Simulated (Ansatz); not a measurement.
C2H8AlNSi can be A, `N=[CH][AlH][CH2][SiH3]`, or B, `C=N[CH]([AlH2])[SiH3]`.

Computed with Ansatz on PBE0-D4/def2-TZVP structures; ΔE is electronic, products minus reactants. CBS: MP2 limit from def2 TZ/QZ plus the TZ coupled-cluster correction, frozen cores. DFT in def2-TZVPP. B3LYP here is the variant with VWN-RPA as its local correlation; programs differ in this. Each species was taken in one conformer, which may not be the lowest.

A:

```xyz
13

N    -3.006   -0.374   -1.534
C    -1.737   -0.245   -1.468
Al   -0.871    0.619    0.087
C     1.053    0.840    0.270
Si    1.920   -0.680    0.923
H    -3.460    0.019   -0.703
H    -1.198   -0.652   -2.335
H    -1.911    1.097    1.190
H     1.490    1.075   -0.708
H     1.268    1.675    0.946
H     1.706   -1.827   -0.003
H     1.359   -1.064    2.249
H     3.386   -0.482    1.084
```

B:

```xyz
13

C     0.261    1.951   -1.233
N    -0.373    0.968   -0.760
C     0.311   -0.030    0.002
Al    0.146   -1.789   -0.882
Si   -0.565   -0.225    1.661
H    -0.275    2.699   -1.814
H     1.341    2.094   -1.087
H     1.378    0.192    0.197
H     0.901   -3.013   -0.210
H    -0.711   -1.952   -2.200
H    -1.879   -0.903    1.465
H     0.268   -1.080    2.549
H    -0.803    1.089    2.313
```

**Question.** Which is lower in electronic energy at CCSD(T)/CBS, and by how much? (Best estimate.)

**Answer.** The calculation gave: A, by 15.8 kcal/mol.

**Question.** Give E(B) − E(A) in kcal/mol with B3LYP, B3LYP-D4, CCSD/def2-TZVPP, B2PLYP, PBE-D4, HF/def2-TZVPP, r2SCAN-D4. (Estimate.)

**Answer.** The calculation gave: B3LYP 15.2, B3LYP-D4 13.7, CCSD/def2-TZVPP 15.9, B2PLYP 15.3, PBE-D4 13.3, HF/def2-TZVPP 16.2, r2SCAN-D4 14.6. None reverses the order clearly.

Largest T1 diagnostic: 0.012.

The D4 term adds −1.5 kcal/mol with B3LYP and −0.8 kcal/mol with PBE0; it sums over pairs of atoms, weighted by their polarisabilities, and B3LYP, whose exchange is more repulsive, gets the larger term.
